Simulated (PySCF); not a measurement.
**WOF2, triplet: molecular constants**

Computed with PySCF, UPBE0, basis W def2-SVP with ECP60, O def2-SVP, F def2-SVP (scalar-relativistic core potentials, no spin–orbit coupling, density fitting).

The structure is a minimum.

Z-matrix (Å, degrees; charge 0 multiplicity 3):
```
W
O  1 1.6835
F  1 1.8865 2 120.67
F  1 1.8865 2 120.67 3 180.00
```

- Point group: C2v
- Bond lengths: W–F 1.886 Å (×2), W–O 1.684 Å
- Bond angles: F–W–F 118.7°, F–W–O 120.7° (×2)
- Entropy at 298.15 K and 1 bar (electronic part: spin only): 321.4 J/(mol K)
- Atomisation energy without zero-point energy: 1814 kJ/mol
- Lowest empty level (β): -3.49 eV
- Dipole moment: 0.60 D
- Principal quadrupole moments (Buckingham, traceless) about the centre of mass: -4.37, -3.72, 8.09 D Å
- Highest occupied level (α): -6.91 eV
- Rotational constants: 0.2104, 0.1685, 0.09357 cm⁻¹
- Zero-point energy: 17.6 kJ/mol
- Heat capacity Cp at 298.15 K: 65.3 J/(mol K)
- Spin squared ⟨S²⟩: 2.017
- Principal polarisabilities: 29.5, 30.9, 36.1 bohr³
- Enthalpy at 298.15 K above 0 K: 15.40 kJ/mol
- Rotational symmetry number: 2

Harmonic modes (masses in u: W 183.951, O 15.995, F 18.998):
| symmetry | ω (cm⁻¹) | IR (km/mol) | μ (u) | type |
| --- | --- | --- | --- | --- |
| b1 | 161 | 19.9 | 22.00 | bend |
| a1 | 164 | 6.4 | 20.73 | bend |
| b2 | 189 | 16.0 | 18.11 | bend |
| b2 | 680 | 146 | 21.73 | stretch |
| a1 | 691 | 65.3 | 19.93 | stretch |
| a1 | 1064 | 131 | 17.24 | stretch |

In C2v the vibrations span b1 + 3a1 + 2b2. Here b1 is antisymmetric to the molecular plane and b2 lies in it.

Charges (e):
```
atom  Mulliken  Löwdin  polar tensor  spin (Mulliken)  Mayer order to W1
  W1      1.05    0.46          1.97             2.09                  –
  O2     -0.31   -0.10         -0.73            -0.15               2.29
F3,4     -0.37   -0.18         -0.62             0.03               1.02
```

Mulliken populations on W1 (electrons outside its core potential): s 2.58, p 6.27, d 3.95, f 0.15.

Outer orbital energies (eV). α occupied: -13.08, -12.76, -12.08, -11.17, -11.09, -10.55, -8.06, -6.91; empty: -2.61, -0.88, -0.10, -0.10. β occupied: -13.65, -13.03, -12.38, -12.33, -12.06, -11.22, -11.05, -10.68; empty: -3.49, -2.10, -1.77, -0.25.

Formally W is in oxidation state +4, d2, with 2 unpaired electrons (the high-spin count). The Mulliken spin on W is 2.09. The polar-tensor charge on W, 1.97, is far below the formal one.

Only a few start shapes were tried, so a lower isomer may exist. Other spin states or occupations of the open shell can lie lower. At this level a singlet minimum of C2v symmetry lies 2 kJ/mol below this structure. With an element this heavy the missing spin–orbit coupling can shift these numbers.

The final relaxation and frequency run took 84 s on 2 threads of a shared Arm Neoverse N1 host, with 74 basis functions and 15 gradients; the process peaked at 0.89 GiB.
